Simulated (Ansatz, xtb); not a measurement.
# Relative energy of two isomers of F3GeHSi

We compare a, `F[Si](F)(F)[GeH]`, a singlet, with b, `[F][Ge][SiH](F)F`, a singlet. Both are isolated molecules in the gas phase, relaxed with B3LYP/6-31G*, each in the lowest conformer that the search found.

Quicker runs give these differences E(b) − E(a): GFN2-xTB −15.3 kcal/mol; HF/STO-3G +10.8 kcal/mol (at GFN2-xTB geometries); r2SCAN-D4/def2-SVP +14.1 kcal/mol (at GFN2-xTB geometries).

Estimate which is lower in electronic energy at CCSD(T)/def2-SVP + ΔMP2/def2-TZVPP, and by roughly how much.

The CCSD(T)/def2-SVP + ΔMP2/def2-TZVPP calculation puts structure a lower, by 16.9 kcal/mol.

How the difference moves with the method:

```
                             level      geometry  E(b) − E(a) (kcal/mol)  departure from the last row (kcal/mol)  job, with rough time for the two
                          GFN2-xTB      GFN2-xTB                     −15.3                                   −32.2              optimisation, 0.21 s
                         HF/STO-3G      GFN2-xTB                     +10.8                                    −6.2              single point, 0.52 s
                r2SCAN-D4/def2-SVP      GFN2-xTB                     +14.1                                    −2.8                 single point, 3 s
                      B3LYP/6-31G*  B3LYP/6-31G*                     +13.7                                    −3.2                optimisation, 44 s
                       HF/def2-SVP  B3LYP/6-31G*                     +15.5                                    −1.4           part of the CCSD(T) run
                      MP2/def2-SVP  B3LYP/6-31G*                     +14.7                                    −2.2           part of the CCSD(T) run
                  CCSD(T)/def2-SVP  B3LYP/6-31G*                     +14.3                                    −2.6                      single point
CCSD(T)/def2-SVP + ΔMP2/def2-TZVPP  B3LYP/6-31G*                     +16.9                                                        single point, 31 s
```

As drawn, b has 1 F–Ge, 1 Si–H in place of 1 F–Si, 1 Ge–H.

GFN2-xTB puts the two in the other order. The largest departure from CCSD(T)/def2-SVP + ΔMP2/def2-TZVPP is that of GFN2-xTB, 32.2 kcal/mol. The last row adds to CCSD(T) the change of the MP2 difference between the two basis sets, here +2.6 kcal/mol.

With harmonic frequencies from B3LYP/6-31G* (ideal gas, rigid rotor, one conformer each, 600 K, 1 atm): on the last row, ΔE + ΔZPE = +17.7 kcal/mol. A mode under 50 cm⁻¹ makes harmonic enthalpies and free energies unreliable, so none is given.

The correlated steps freeze 17 core orbitals; the filled d shell of Ge is correlated, in a basis made for valence electrons. Programs: Ansatz 0.2.0, xtb 6.7.1; the last row on 1 thread of Intel(R) Xeon(R) 6975P-C (Granite Rapids) on a shared host.
